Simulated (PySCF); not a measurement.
C3H7O (SMILES [CH2]C(C)O), doublet, at a GFN2-xTB geometry; PySCF with B3LYP/STO-3G.

Here is a job for PySCF.
```python
from pyscf import gto, scf, dft

mol = gto.Mole()
mol.atom = '''
    C     1.268255   -0.686968    0.054276
    C     0.070854    0.067688   -0.355768
    C    -1.220381   -0.705141    0.015714
    O     0.035776    1.377536    0.162533
    H     1.923796   -0.307139    0.812966
    H     1.476189   -1.640382   -0.387285
    H     0.061400    0.203094   -1.449141
    H    -2.088076   -0.127157   -0.291308
    H    -1.262361   -0.863778    1.091595
    H    -1.234941   -1.668954   -0.483606
    H     0.125418    1.330557    1.121190
'''
mol.basis = 'sto-3g'
mol.charge = 0
mol.spin = 1
mol.verbose = 4
mol.build()

mf = dft.UKS(mol)
mf.xc = 'b3lyp'
mf.grids.atom_grid = (99, 590)
mf.kernel()
mf.analyze()
```

Question: What does PySCF print? Leave out banner, timings and long lists.

Answer: 
```
PySCF version 2.14.0

[INPUT] verbose = 4
[INPUT] num. atoms = 11
[INPUT] num. electrons = 33
[INPUT] charge = 0
[INPUT] spin (= nelec alpha-beta = 2S) = 1
[INPUT] symmetry False subgroup None
[INPUT] Mole.unit = angstrom
[INPUT] Symbol           X                Y                Z      unit          X                Y                Z       unit  Magmom
[...]
nuclear repulsion = 127.005175936156
number of shells = 19
number of NR pGTOs = 81
number of NR cGTOs = 27
basis = sto-3g
ecp = {}

******** <class 'pyscf.dft.uks.UKS'> ********
method = UKS
initial guess = minao
damping factor = 0
level_shift factor = 0
DIIS = <class 'pyscf.scf.diis.CDIIS'>
diis_start_cycle = 1
diis_space = 8
diis_damp = 0
SCF conv_tol = 1e-09
SCF conv_tol_grad = None
SCF max_cycles = 50
direct_scf = True
direct_scf_tol = 1e-13
number electrons alpha = 17  beta = 16
XC library pyscf.dft.libxc version 7.1.2
    S. Lehtola, C. Steigemann, M. J. T. Oliveira, and M. A. L. Marques,  SoftwareX 7, 1–5 (2018)
XC functionals = b3lyp
    P. J. Stephens, F. J. Devlin, C. F. Chabalowski, and M. J. Frisch,  J. Phys. Chem. 98, 11623 (1994)
radial grids:
    Treutler-Ahlrichs [JCP 102, 346 (1995); DOI:10.1063/1.469408] (M4) radial grids

becke partition: Becke, JCP 88, 2547 (1988); DOI:10.1063/1.454033
pruning grids: <function nwchem_prune>
grids dens level: 3
symmetrized grids: False
atomic radii adjust function: <function treutler_atomic_radii_adjust>
User specified grid scheme (99, 590)
small_rho_cutoff = 0
Set gradient conv threshold to 3.16228e-05
tot grids = 357672
init E= -191.504158273484

cycle= 1 E= -191.107159974627  delta_E= 0.397  |g|= 0.327  |ddm|= 2.81
cycle= 2 E= -191.123076357697  delta_E= -0.0159  |g|= 0.313  |ddm|= 0.883
cycle= 3 E= -191.182182112953  delta_E= -0.0591  |g|= 0.0264  |ddm|= 0.435
cycle= 4 E= -191.182643690844  delta_E= -0.000462  |g|= 0.00793  |ddm|= 0.0475
cycle= 5 E= -191.182695172858  delta_E= -5.15e-05  |g|= 0.00169  |ddm|= 0.0142
cycle= 6 E= -191.182697880621  delta_E= -2.71e-06  |g|= 0.000869  |ddm|= 0.00402
cycle= 7 E= -191.182698511169  delta_E= -6.31e-07  |g|= 0.000127  |ddm|= 0.00173
cycle= 8 E= -191.182698525202  delta_E= -1.4e-08  |g|= 4.45e-05  |ddm|= 0.000287
cycle= 9 E= -191.182698526744  delta_E= -1.54e-09  |g|= 1.14e-05  |ddm|= 8.28e-05
cycle= 10 E= -191.182698526892  delta_E= -1.48e-10  |g|= 3.12e-06  |ddm|= 2.64e-05
Extra cycle  E= -191.182698526908  delta_E= -1.53e-11  |g|= 1.37e-06  |ddm|= 8.48e-06
converged SCF energy = -191.182698526908  <S^2> = 0.75408107  2S+1 = 2.0040769
**** SCF Summaries ****
Total Energy =                        -191.182698526907842
Nuclear Repulsion Energy =             127.005175936156007
One-electron Energy =                 -511.466707563345494
Two-electron Energy =                  193.278833100281673
Two-electron Coulomb Energy =          220.882068610738628
DFT Exchange-Correlation Energy =      -27.603235510456944
**** MO energy ****
                             alpha | beta                alpha | beta
[...]
To work with the spin densities directly, `use mulliken_meta_spin()` only printing them here.

 ** Mulliken spin pop alpha/beta on meta-lowdin orthogonal AOs **
 ** Mulliken Spin Density (per AO)  **
spin_pop of  0 C 1s       -0.00002
spin_pop of  0 C 2s        0.04810
spin_pop of  0 C 2px       0.29519
spin_pop of  0 C 2py       0.21443
spin_pop of  0 C 2pz       0.48072
spin_pop of  1 C 1s        0.00000
spin_pop of  1 C 2s       -0.00948
spin_pop of  1 C 2px      -0.02186
spin_pop of  1 C 2py      -0.00979
spin_pop of  1 C 2pz      -0.01219
spin_pop of  2 C 1s        0.00000
spin_pop of  2 C 2s        0.01068
spin_pop of  2 C 2px       0.02665
spin_pop of  2 C 2py       0.00847
spin_pop of  2 C 2pz       0.00291
spin_pop of  3 O 1s       -0.00000
spin_pop of  3 O 2s       -0.00016
spin_pop of  3 O 2px      -0.00193
spin_pop of  3 O 2py       0.00197
spin_pop of  3 O 2pz      -0.00004
spin_pop of  4 H 1s       -0.03353
spin_pop of  5 H 1s       -0.03310
spin_pop of  6 H 1s        0.03446
spin_pop of  7 H 1s        0.00228
spin_pop of  8 H 1s       -0.00204
spin_pop of  9 H 1s       -0.00175
spin_pop of  10 H 1s        0.00005
 ** Mulliken Spin Density (per atom)  **
spin density of  0 C =      1.03842
spin density of  1 C =     -0.05332
spin density of  2 C =      0.04870
spin density of  3 O =     -0.00017
spin density of  4 H =     -0.03353
spin density of  5 H =     -0.03310
spin density of  6 H =      0.03446
spin density of  7 H =      0.00228
spin density of  8 H =     -0.00204
spin density of  9 H =     -0.00175
spin density of  10 H =      0.00005
 ** Mulliken pop alpha/beta on meta-lowdin orthogonal AOs **
 ** Mulliken pop       alpha | beta **
[...]
In total            17.00000 | 16.00000
 ** Mulliken atomic charges   ( Nelec_alpha | Nelec_beta ) **
charge of  0C =     -0.11262  (     3.57552      2.53710 )
charge of  1C =      0.06135  (     2.94266      2.99599 )
charge of  2C =     -0.15256  (     3.10063      3.05193 )
charge of  3O =     -0.20435  (     4.10209      4.10226 )
charge of  4H =      0.04254  (     0.46196      0.49549 )
charge of  5H =      0.04290  (     0.46200      0.49510 )
charge of  6H =      0.04699  (     0.49373      0.45928 )
charge of  7H =      0.05054  (     0.47587      0.47359 )
charge of  8H =      0.04212  (     0.47792      0.47996 )
charge of  9H =      0.04845  (     0.47490      0.47665 )
charge of  10H =      0.13465  (     0.43270      0.43265 )
Dipole moment(X, Y, Z, Debye):  0.04032, -1.02468,  0.83564
```
